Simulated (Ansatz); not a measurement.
Input for Ansatz (a quantum-chemistry and plane-wave program): U-PBE0/def2-TZVPP on RhN, 2S+1 = 7, a spin state set in the input, which need not be the lowest. Elements past Kr take the def2 small-core potentials; no spin–orbit coupling.

Ansatz 0.2 input:
```yaml
crystal:
  periodic: [false, false, false]
  atoms:
    - {symbol: Rh, position_ang: [0.00000000, 0.00000000, 0.00000000]}
    - {symbol: N, position_ang: [0.00000000, 0.00000000, 2.02300000]}
basis:
  gaussian:
    orbitals: def2-TZVPP
hamiltonian:
  xc: {name: PBE0}
magnetization: {spin_polarized: true, initial_magnetization: 6}
relax: {f_tol: 0.002, max_steps: 120}
```

### Question
Predict the final total energy.

### Answer
-165.0262 hartree.

### Question
How many basis functions does it have, and what does it roughly cost on one machine?

### Answer
87 functions; around 30 core-seconds (rough).
